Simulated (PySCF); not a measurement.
A side-by-side comparison of computed properties.

First species: C₅H₁₀FN.
SMILES: `C(/C(C)=C(\F)C)N`

Second species: C₄H₇ClO₂Si.
InChI=1S/C4H7ClO2Si/c1-4(5)6-2-3-7-8/h2-3H,1H2,8H3/b3-2+

Levels: PBE0/def2-SVPD for dipole moment, HOMO energy, LUMO energy, HOMO–LUMO gap, static isotropic polarisability and electronic spatial extent ⟨r²⟩ about the centre of nuclear charge; TDDFT PBE0/def2-SVPD for lowest singlet excitation; TDA PBE0/def2-SVPD for lowest triplet excitation (Tamm–Dancoff); GFN2-xTB for rotational constant A and rotational constant C. Geometries: GFN2-xTB. Each species is one conformer at its optimised geometry, gas phase, non-relativistic unless stated. Electronic properties by PySCF.

The conformers computed, where there is a choice (atom-mapped SMILES and torsion angles):
- `[CH3:1]/[C:2]([F:3])=[C:4](\[CH3:5])[CH2:6][NH2:7]`: C2–C4–C6–N7 121°, H–N7–C6–C4 177°, H–N7–C6–C4 -64°
- `[CH2:1]=[C:2]([Cl:3])[O:4]/[CH:5]=[CH:6]/[O:7][SiH3:8]`: C1–C2–O4–C5 164°, C2–O4–C5–C6 171°, C5–C6–O7–Si8 0°

Task: Which has the higher HOMO–LUMO gap?

Result: The first: 7.12 eV against 6.22 eV, a difference of 0.90 eV.

Task: Which of the two has the higher HOMO energy, and by how much?

Result: The second: -6.29 eV against -6.70 eV, a difference of 0.41 eV.

Task: Which of the two has the higher T1 energy, and by how much?

Result: The first: 4.23 eV against 3.79 eV, a difference of 0.44 eV.

Task: Which has the higher dipole moment?

Result: The second: 0.65 D against 0.47 D, a difference of 0.18 D.

Task: Which of the two has the higher ⟨r²⟩, and by how much?

Result: The second: 2048 bohr² against 900 bohr², a difference of 1148 bohr².

Task: Which has the higher S1 energy?

Result: The first: 6.07 eV against 5.19 eV, a difference of 0.88 eV.

Task: Which of the two has the higher static isotropic polarisability, and by how much?

Result: The second: 101.7 au against 72.0 au, a difference of 29.7 au.

Task: Which of the two has the higher rotational constant C, and by how much?

Result: The first: 1.377 GHz against 0.514 GHz, a difference of 0.863 GHz.

On the first: The dipole matches unit charges of opposite sign 0.10 Å apart (1 e·Å = 4.8032 D). No computed singlet falls in the visible range (750 to 380 nm, 1.65 to 3.26 eV); S1 lies 2.81 eV above its blue end.

On the second: The vertical singlet–triplet gap S1 − T1 is 1.40 eV (TDDFT singlet less Tamm–Dancoff triplet; S1: HOMO→LUMO+1, weight 0.85; T1: HOMO→LUMO, weight 0.76). No computed singlet falls in the visible range (750 to 380 nm, 1.65 to 3.26 eV); S1 lies 1.93 eV above its blue end.
